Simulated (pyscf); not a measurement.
Single points on ωB97X-D3(BJ)/def2-SVP structures (PySCF, gas phase). MP2 and CC: frozen core, UHF for open shells. ΔMP2 is the change of the MP2 total energy from the triple- to the quadruple-zeta basis.

Question: PBE/def2-TZVP puts the barrier of H₂N–SiH•–Cl → •HN–SiH₂–Cl (hydrogen shift; doublet surface; H–N broken, H–Si formed) at 45.5 kcal/mol and the reaction energy at +24.1 kcal/mol, from the reactant's lowest minimum found. What do r²SCAN/def2-TZVP, B3LYP-D3(BJ)/def2-TZVP, CCSD(T)/def2-TZVPP + ΔMP2(QZVPP) give on the same structures?

Answer: r²SCAN: ΔE‡ = 47.3 kcal/mol, ΔE = +21.1 kcal/mol; B3LYP-D3(BJ): ΔE‡ = 49.9 kcal/mol, ΔE = +20.7 kcal/mol; CCSD(T): ΔE‡ = 51.1 kcal/mol, ΔE = +21.3 kcal/mol. PBE's barrier lies under all of them, by 1.8 to 5.6 kcal/mol. Its reaction energy lies over all of them, by 2.8 to 3.4 kcal/mol. One saddle was located; it need not be the lowest between these sides. The CCSD(T) − MP2 part came from Ansatz, without density fitting, on the same reference.
